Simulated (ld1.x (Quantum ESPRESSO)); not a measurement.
# What one change does to a pseudopotential (O, TM)

* Element: oxygen (O)
* Generator: ld1.x (Quantum ESPRESSO) 7.5
* Type: norm-conserving Troullier–Martins (Kleinman–Bylander form)
* Functional: BLYP
* Relativity: scalar-relativistic
* Frozen core: [He]
* Valence charge: 6
* Reference configuration: 2s2 2p4
* Partial waves: 2p (bound): rc 2.15 bohr; 3d channel at 0.45 Ry: rc 1.95 bohr; 2s (bound): rc 0.75 bohr
* Local potential: the s channel
* Core correction: Bessel-smoothed model core, default radius (core density twice the valence density)

Change: wave 2s (bound): rc 0.75 bohr becomes 2s (bound): rc 1.02 bohr.

Cutoffs: the cutoffs (Ry, on a coarse ladder) from which the occupation-weighted sum of valence levels, in a spherical-Bessel basis at the reference potential, stays within 10 and 1 mRy of its value at 400 Ry; they do not see the model core or the augmentation charge, which bear on the density cutoff. Errors are all-electron minus pseudo energies relative to the spin-unpolarised reference configuration.

Q: Predict the effect on cutoff, ghosts and configuration errors.

A: The potential gets softer (80 Ry and 200 Ry → 60 Ry and 140 Ry); of the 7 tests that both files solve, the error grows in 1 and shrinks in 0 by more than 15 % and 0.3 meV (median size 97.6 → 106.5 meV); neither file shows a bound ghost. A larger radius leaves more room for a smooth pseudo-wave, so fewer plane waves are needed.

| quantity | base | changed |
| --- | --- | --- |
| cutoff, loose | 80 Ry | 60 Ry |
| cutoff, tight | 200 Ry | 140 Ry |
| loose cutoff by channel (10 mRy a level) | p 30 Ry, s 70 Ry | p 30 Ry, s 50 Ry |
| bound ghosts | none | none |
| error for 2s2 2p3, meV [ΔE 16.43 eV] | +98 | +100 |
| error for 2s2 2p2, meV [ΔE 50.04 eV] | +802 | +816 |
| error for 2s2 2p1, meV [ΔE 103.97 eV] | +3023 | +3068 |
| error for 2s0 2p6, meV [ΔE 29.71 eV] | -78 | -107 |
| error for 2s2 2p4.3, meV [ΔE -2.12 eV] | +1.9 | +1.9 |
| error for 2s1 2p4, meV [ΔE 31.52 eV] | -201 | -209 |
| error for 2s2 2p3.5, meV [ΔE 6.28 eV] | +15 | +15 |
| s: phases at 2.34 bohr within 0.05 rad from the reference energy up to (Ry; the scan ends near 5) | to the end of the scan | to the end of the scan |
| p: phases at 2.34 bohr within 0.05 rad from the reference energy up to (Ry; the scan ends near 5) | 1.1 | 1.1 |
| d: phases at 2.34 bohr within 0.05 rad from the reference energy up to (Ry; the scan ends near 5) | to the end of the scan | to the end of the scan |
